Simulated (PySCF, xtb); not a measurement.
Si(H)(Me)2(NH2) (C2H9NSi), SMILES C[SiH](N)C.

GFN2-xTB in xtb at its own geometry gives an orbital gap of 6.37 eV and a dipole moment of 1.28 D.

Geometry: B3LYP-D3(BJ)/def2-SVP. Other conformers were not sampled.

**Question.** What does PBE/def2-TZVP run with PySCF give? (Estimate from the structure and the level; the computed values follow.)

**Answer.** gap 5.73 eV (levels -5.66 and 0.07 eV), dipole 1.21 D.
